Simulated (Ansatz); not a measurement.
The molecule MoH, multiplicity 6 (lowest of 2S+1 = 2, 4, 6, 8 at CCSD(T)/def2-TZVPP on PBE0 minima; our sources give no spin for the ground state, which may be another). No spin–orbit coupling.

The constants come from a fifth-degree fit in 1/R (seven points, main isotopes). Runs in def2 and cc sets follow the lowest solution found near the PBE0 minimum.

Run with Ansatz (Gaussian basis) for Hartree–Fock, density functionals and correlated methods. Values without a source in brackets are computed. In def2 rows elements past Kr take small-core potentials, without spin–orbit coupling.

Energies at BHLYP/def2-TZVPP:

| R (Å) | E (hartree) |
|---|---|
| 1.594336 | -68.59022728 |
| 1.637195 | -68.59269991 |
| 1.676625 | -68.59401015 |
| 1.721198 | -68.59454716 |
| 1.765770 | -68.59423942 |
| 1.817201 | -68.59301816 |
| 1.877202 | -68.59065395 |

With a reduced mass of 0.9976 u, find the minimum, the force constant and the constants.

A fifth-degree polynomial in 1/R puts the minimum at r_e = 1.7260 Å with force constant 181 N/m. Then ω_e = (1/2πc)√(k/μ) = 1757 cm⁻¹ and B_e = h/(8π²cμr_e²) = 5.673 cm⁻¹; the cubic and quartic terms give α_e = 0.15 and ω_e x_e = 29 cm⁻¹.

Ansatz is a program for electronic structure.
